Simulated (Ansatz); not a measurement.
Cost and result up the ladder for VF₃ (4 atoms). Charge 0, multiplicity 3. Geometry: r2SCAN-D4/def2-TZVP.

```xyz
4

V     0.046    0.004    0.050
F     0.155    0.844   -1.481
F    -1.418   -0.952    0.103
F     1.217    0.105    1.327
```

Ansatz on 4 threads of Intel Xeon Platinum 8488C on a shared host. Times are rough, and most runs start from the orbitals of an earlier one. ωB97X-V/def2-TZVP serves as the yardstick here, not as an exact answer. Differences are given only for rows in sets of like size (and for xTB, whose basis is part of the method), since another set adds its own error. Binding counts from free atoms at the same level (V quartet, F doublet; other spins of the atoms weren't run), without zero-point energy or a counterpoise term.

The 6-31G sets use Cartesian d functions. B3LYP takes the VWN-RPA correlation. Correlated methods freeze 8 core orbitals; core or outer-core shells of V are correlated, in sets that lack core-valence functions.

Correlated methods converge slowly with the basis.

| level | functions | wall time | binding energy per atom (eV) | difference from ωB97X-V/def2-TZVP (eV) |
| --- | --- | --- | --- | --- |
| HF/STO-3G | 33 | 0.15 s | 2.89 | – |
| HF/6-31G | 56 | 0.5 s | 2.51 | – |
| B3LYP-D4/6-31G | 56 | 1 s | 4.18 | – |
| PBE0-D4/def2-SVP | 73 | 1.1 s | 4.27 | – |
| MP2/def2-TZVP | 138 | 2.4 s | 4.28 | -0.04 |
| CAM-B3LYP-D4/def2-TZVP | 138 | 3 s | 4.34 | 0.01 |
| r2SCAN0-D4/def2-TZVP | 138 | 3.9 s | 4.11 | -0.22 |
| B2PLYP/def2-TZVP | 138 | 6 s | 4.24 | -0.08 |
| ωB97X-V/def2-TZVP | 138 | 7.5 s | 4.32 | 0.00 |
| CCSD(T)/def2-TZVPP | 157 | 59 s | 4.10 | -0.22 |
